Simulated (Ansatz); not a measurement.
## Ag⁺ ··· H2S

The pair of Ag⁺ (SMILES [Ag+], atom 1) and H2S (SMILES S, atoms 2–4), both closed shells, in one local arrangement (a lower one may exist), relaxed at PBE0-D4/def2-TZVP:

| atom | x (Å) | y (Å) | z (Å) |
| --- | --- | --- | --- |
| Ag1 | -0.1463 | -0.0904 | -1.9669 |
| S2 | 0.1586 | -0.5276 | 0.4146 |
| H3 | -0.9570 | 0.0868 | 0.8571 |
| H4 | 0.9446 | 0.5313 | 0.6952 |

Computed with Ansatz 0.2.0 (basis: def2-TZVPPD, with def2-QZVPPD for the basis limit); correlated methods freeze the cores. Filled d shells of the heavier atoms are correlated. Core potentials replace the inner electrons of the atoms past krypton. B3LYP uses VWN-RPA correlation. Extrapolation: Hartree–Fock as exp(−7.88 √X), correlation as X^−2.97. Interaction energies count from these two fragments, frozen as in the pair, with the counterpoise correction; negative means bound.

(1) What is the interaction energy by CCSD(T) at an estimated basis limit (MP2 extrapolated from triple and quadruple zeta, plus CCSD(T) − MP2 in triple zeta)? (An estimate is asked for; the value comes from the calculation.)

(2) Which atoms make the shortest contact between the fragments?

No T1 diagnostic of these runs exceeds 0.014.

## Answers

(1) By the calculation: -151.6 kJ/mol. Hartree–Fock alone gives -82.6 kJ/mol at the basis limit. It counts from the two fragments frozen as in the pair.

The same quantity by other methods in triple zeta, and each one's difference from that estimate:
| method | E_int (kJ/mol) | difference |
| --- | --- | --- |
| PBE-D4 | -184.6 | -33.0 |
| revPBE-D4 | -169.1 | -17.5 |
| BLYP-D4 | -178.5 | -27.0 |
| r2SCAN-D4 | -178.1 | -26.5 |
| B97M-V | -162.7 | -11.1 |
| PBE0-D4 | -161.9 | -10.4 |
| B3LYP-D4 | -162.8 | -11.3 |
| HSE06-D4 | -162.0 | -10.4 |
| wB97X-V | -147.1 | 4.4 |
| wB97M-V | -146.3 | 5.3 |
| B2PLYP | -148.9 | 2.7 |
| HF | -80.8 | 70.7 |
| MP2 | -144.1 | 7.5 |
| CCSD | -124.8 | 26.8 |
| CCSD(T) | -132.2 | 19.3 |
Differences are method less estimate.

(2) Ag1 and S2, 2.44 Å apart.

Basis-set superposition shift (counterpoise-corrected less uncorrected): CCSD(T) 7.4; MP2 7.0; HF 0.4; PBE0-D4 0.4; wB97M-V 0.6 kJ/mol.

For scale, one of the runs: CCSD(T)/def2-TZVPPD, 141 basis functions, launched by `ansatz run in.yaml --threads 2 --pin off --events-out ev --progress --plain --max-ram 5222MiB`. Hardware: 2 CPU threads of an Arm Neoverse V1, shared host. Wall time 9 s; peak host memory 0.67 GiB.
